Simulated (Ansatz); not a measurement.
A calculation with Ansatz (development build ahead of 0.2.0).

```yaml
crystal:
  periodic: [false, false, false]
  atoms:
    - { symbol: Ti, position_ang: [-0.04236, 0.02189, -0.37374] }
    - { symbol: O, position_ang: [-0.02015, 1.35674, 0.56816] }
    - { symbol: O, position_ang: [-0.01393, -1.37363, 0.53393] }
basis:
  gaussian: { orbitals: cc-pVTZ }
hamiltonian:
  xc: hf
```

The input is written out in the form of the current development build from the run's settings.

Output:

```
Converged                       : yes
Total energy                    : -998.17736 hartree
Spin squared of the determinant : 0.000
```

Caution: no unrestricted run beside it, a lower state can exist; other spin multiplicities were not run.
